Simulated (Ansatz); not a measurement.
Be3S2, relaxed as a singlet with RKS r2SCAN-D4/def2-TZVP in Ansatz, starting from the GFN1-xTB geometry. Force threshold 0.02 eV/Å.

The structure comes from a short search, and lower isomers may exist.

Start:

Cartesian coordinates in Å:
```
Be -1.953 -1.421 -0.442
Be 2.802 1.413 0.233
Be -0.290 -0.326 -0.137
S 1.540 0.202 -0.233
S -2.100 0.133 0.579
```

```
         step  energy (eV)  largest force component (eV/Å)  SCF passes
            1  -22873.0464                           0.869          41
            2  -22873.1846                           0.806          24
            3  -22873.3665                           0.583          30
            4  -22873.4557                           0.194          22
            5  -22873.4798                           0.176          27
            6  -22873.4837                           0.033          23
            7  -22873.4846                           0.013          23
            8  -22873.4861                           0.074          22
            9  -22873.4869                           0.091          23
           10  -22873.4887                           0.261          22
           11  -22873.4969                           0.322          23
           12  -22873.5393                           0.549          26
           13  -22873.7086                           0.772          29
           14  -22874.0472                           1.265          31
           15  -22874.5689                           1.725          31
           16  -22875.1027                           0.961          29
           17  -22875.2799                           1.097          27
           18  -22875.5732                           0.678          27
           19  -22876.0368                           0.852          26
           20  -22876.4060                           0.492          27
21 (rejected)  -22876.3570                           0.803          21
           22  -22876.4641                           0.144          22
           23  -22876.4677                           0.009          22
```

Force components are those of the run's own axes.

End:

Cartesian coordinates in Å:
```
Be -1.362 -0.570 -0.041
Be 0.388 0.721 0.365
Be 0.440 -1.142 -0.826
S 1.952 -0.040 -0.484
S -1.418 1.031 0.986
```

Bonds lost: Be3–S5 (atoms count from 1). Bonds formed: Be2–S5 (atoms count from 1). The end is the same structure that another start reached, the lowest one found.

The force fell under the threshold at step 7, but the optimiser went on and released 2.983 eV more. No frequencies were taken in this run, so the end may be a saddle point.

It took 30 s on 4 threads of Arm Neoverse V2 on a shared host.
